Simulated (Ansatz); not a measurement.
Isolated molecules relaxed with PBE0-D4/def2-TZVP in Ansatz; ΔE leaves out vibrations. CCSD(T)/CBS is the MP2 limit (def2-TZVPP, def2-QZVPP) plus CCSD(T) − MP2 in def2-TZVPP, frozen cores. This one scheme is used for every species, atoms too. Functionals use def2-TZVPP. No spin–orbit coupling; open shells (•) take unrestricted orbitals. Spin–orbit coupling would lower the free atoms: a little for B, C, O, Si. Each species was taken in one conformer, which may not be the lowest.

Consider the atomization: `O=C([SiH3])BO` → B• + C• + 5 H• + 2 O• + Si•.

`O=C([SiH3])BO`:

Z-matrix (Å, degrees):
```
Si
C 1 1.928
H 1 1.488 2 107.9
H 1 1.488 2 107.8 3 -116.8
H 1 1.482 2 110.6 3 121.6
B 2 1.629 1 124.1 3 58.1
O 2 1.222 1 120.6 3 -121.9
O 6 1.334 2 114.0 1 179.9
H 6 1.195 2 125.6 1 -0.1
H 8 0.974 6 108.5 2 0.0
```

| species | r2SCAN energy (Eh) |
| --- | --- |
| `O=C([SiH3])BO` | -505.87102 |
| B• | -24.63675 |
| C• | -37.83292 |
| H• | -0.49993 |
| O• | -75.05861 |
| Si• | -289.34127 |

(1) Work out ΔE.

Largest T1 diagnostic among the species: 0.016.

## Answers

(1) ΔE = 5 × (-0.49993) + 2 × (-75.05861) + (-24.63675) + (-37.83292) + (-289.34127) − (-505.87102) = 1.44321 Eh = +39.27 eV. CCSD(T)/CBS gives +39.11 eV.

The D4 term adds +0.31 eV with B3LYP and +0.16 eV with PBE0; it sums over pairs of atoms, weighted by their polarisabilities, and B3LYP, whose exchange is more repulsive, gets the larger term. In def2-TZVPP, CCSD(T) changes the Hartree–Fock value by +9.89 eV (the triples alone add +0.67 eV) and MP2 by +10.76 eV; breaking electron pairs costs correlation energy, which Hartree–Fock lacks. From PBE to PBE0 (25 % exact exchange), in def2-TZVPP and without D4, ΔE moves by −0.96 eV: exact exchange takes away binding that semilocal exchange gives to molecules.

B3LYP here is the variant with VWN-RPA as its local correlation; programs differ in this.

For atomizations the MP2-based limit and the directly extrapolated one differ by several kJ/mol either way, and by 10 to 25 for some Ge, Se and Sn compounds, so smaller differences from it don't rank the levels.
